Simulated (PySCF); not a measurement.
**Vibration and rotation of CaH**

UHF-CCSD(T) constants of CaH, ²Σ⁺ (doublet), unpaired electrons σ ↑ (basis Ca pcseg-2, H pcseg-2; no relativity; PySCF 2.14; masses 39.9626 and 1.0078 u):

* ωe: 1295.5 cm⁻¹
* ωexe: 19.7 cm⁻¹
* Be: 4.1906 cm⁻¹
* αe: 0.0909 cm⁻¹
* D (centrifugal): 0.000175 cm⁻¹
* De to Ca + H: 1.62 eV

Give the vibrational terms G(v) and spacings up to v = 6.

G(v) = ωe(v+½) − ωexe(v+½)².

| v | G(v) (cm⁻¹) | G(v) − G(v−1) | Bv (cm⁻¹) |
| --- | --- | --- | --- |
| 0 | 643 |  | 4.145 |
| 1 | 1899 | 1256 | 4.054 |
| 2 | 3116 | 1217 | 3.963 |
| 3 | 4293 | 1177 | 3.872 |
| 4 | 5431 | 1138 | 3.782 |
| 5 | 6529 | 1098 | 3.691 |
| 6 | 7588 | 1059 | 3.600 |

How well does the Morse estimate ωe²/(4ωexe) reproduce De, and what is D0?

It gives 2.64 eV, 163 % of the computed De. D0 = De − G(0) = 1.62 − 0.08 = 1.54 eV.

Correlated steps freeze 5 core orbitals. The state was picked by a PBE0 search and need not be the measured ground state.
